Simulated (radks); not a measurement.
Problem. Valence configurations of Sm+ (all share [Xe]). Method: scalar-relativistic Kohn-Sham, r2SCAN, spin-polarised, spherical densities, finite nucleus; open shells are filled with parallel spins first (spin-orbit coupling, left out, can overturn this in heavy ions); meta-GGA in the generalised Kohn-Sham scheme; Fermi nuclear charge, rms radius 5.0819 fm; computed with a radial shooting solver on a logarithmic mesh with Libxc functionals. Order these by energy: 4f6 6p1; 4f5.5 6s1 6p0.5; 4f6 5d1; 4f4 6s1 6p2; 4f5 5d0.5 6s1 6p0.5; 4f5 6s1 6p1; 4f6 5d0.5 6s0.5; 4f5 6s2; 4f5 5d1 6s1; 4f6 6s1.

Solution. From the lowest, in eV above it: 4f6 6s1 0.000; 4f6 5d0.5 6s0.5 0.731; 4f6 5d1 1.393; 4f5.5 6s1 6p0.5 3.047; 4f6 6p1 3.198; 4f5 5d1 6s1 4.536; 4f5 6s2 5.599; 4f5 5d0.5 6s1 6p0.5 6.169; 4f5 6s1 6p1 7.960; 4f4 6s1 6p2 24.160. NIST lists [Xe] 4f6 6s1 as the ground configuration; this level of theory agrees among the configurations tried. The energies are those of spherical high-spin densities, not of single terms.
